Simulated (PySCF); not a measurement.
Radial density of O⁺ (oxygen, charge +1)

M06-2X, [He] 2s2 2p3, high-spin 4S determinant. All numbers are calculated (PySCF 2.14, the non-relativistic Hamiltonian (point nucleus), in def2-SVP (3s2p1d, 14 functions)).

```json
{"r (bohr)": "0.00336", "4πr²ρ (e/bohr)": "0.03987", "4πr²(ρα − ρβ)": "0.0001"}
{"r (bohr)": "0.00566", "4πr²ρ (e/bohr)": "0.1112", "4πr²(ρα − ρβ)": "0.0004"}
{"r (bohr)": "0.00951", "4πr²ρ (e/bohr)": "0.3031", "4πr²(ρα − ρβ)": "0.0010"}
{"r (bohr)": "0.0160", "4πr²ρ (e/bohr)": "0.7822", "4πr²(ρα − ρβ)": "0.0025"}
{"r (bohr)": "0.0269", "4πr²ρ (e/bohr)": "1.844", "4πr²(ρα − ρβ)": "0.0058"}
{"r (bohr)": "0.0453", "4πr²ρ (e/bohr)": "3.917", "4πr²(ρα − ρβ)": "0.0127"}
{"r (bohr)": "0.0762", "4πr²ρ (e/bohr)": "6.787", "4πr²(ρα − ρβ)": "0.0285"}
{"r (bohr)": "0.128", "4πr²ρ (e/bohr)": "8.595", "4πr²(ρα − ρβ)": "0.0921"}
{"r (bohr)": "0.215", "4πr²ρ (e/bohr)": "6.532", "4πr²(ρα − ρβ)": "0.3847"}
{"r (bohr)": "0.362", "4πr²ρ (e/bohr)": "3.267", "4πr²(ρα − ρβ)": "1.1933"}
{"r (bohr)": "0.610", "4πr²ρ (e/bohr)": "3.846", "4πr²(ρα − ρβ)": "2.4407"}
{"r (bohr)": "1.03", "4πr²ρ (e/bohr)": "4.025", "4πr²(ρα − ρβ)": "2.2605"}
{"r (bohr)": "1.72", "4πr²ρ (e/bohr)": "1.272", "4πr²(ρα − ρβ)": "0.6978"}
{"r (bohr)": "2.90", "4πr²ρ (e/bohr)": "0.1097", "4πr²(ρα − ρβ)": "0.0737"}
{"r (bohr)": "4.88", "4πr²ρ (e/bohr)": "0.0001551", "4πr²(ρα − ρβ)": "0.0001"}
```
